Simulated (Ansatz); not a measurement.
WF+, multiplicity 5 (lowest of 2S+1 = 1, 3, 5, 7, 9 at CCSD(T)/def2-TZVPP on PBE0 minima; our sources give no spin for the ground state, which may be another), most abundant isotopes (183.9509 and 18.9984 u). Constants from fifth-degree fits in 1/R to seven points on the lowest solution found; no spin–orbit coupling, no relativity up to Kr; ω_e x_e and α_e move by some per cent with the fit.

Correlated levels freeze the inner cores; with def2 sets outer-core shells near the valence are correlated too. CBS: X⁻³ extrapolation of the correlation energy, Hartree–Fock from the larger set.

The values were computed with Ansatz (a quantum-chemistry and plane-wave program) with Gaussian orbitals. Values without a source in brackets are computed. In def2 rows elements past Kr take small-core potentials, without spin–orbit coupling.

```json
[
 {"level": "PBE/def2-TZVPP", "r_e (Å)": "1.7954", "ω_e (cm⁻¹)": "766.9", "ω_e x_e (cm⁻¹)": "3.11", "α_e (cm⁻¹)": "0.00165"},
 {"level": "CCSD(T)/CBS(def2-TZVPP, def2-QZVPP)", "r_e (Å)": "1.7908", "ω_e (cm⁻¹)": "789.0", "ω_e x_e (cm⁻¹)": "3.02", "α_e (cm⁻¹)": "0.00154"}
]
```

Question: Derive the rotational constants, the centrifugal constant, the fundamental, the zero-point energy and the force constant.

Answer: 
μ = 17.21993 u.
- PBE/def2-TZVPP: B_e = 16.8576/(μ r_e²) = 0.30370 cm⁻¹; B₀ = B_e − α_e/2 = 0.30287 cm⁻¹; D = 4B_e³/ω_e² = 1.91e-07 cm⁻¹; fundamental ω_e − 2ω_e x_e = 761 cm⁻¹; zero-point energy ω_e/2 − ω_e x_e/4 = 383 cm⁻¹; k = μ(2πcω_e)² = 597 N/m
- CCSD(T)/CBS(def2-TZVPP, def2-QZVPP): B_e = 16.8576/(μ r_e²) = 0.30525 cm⁻¹; B₀ = B_e − α_e/2 = 0.30448 cm⁻¹; D = 4B_e³/ω_e² = 1.83e-07 cm⁻¹; fundamental ω_e − 2ω_e x_e = 783 cm⁻¹; zero-point energy ω_e/2 − ω_e x_e/4 = 394 cm⁻¹; k = μ(2πcω_e)² = 632 N/m
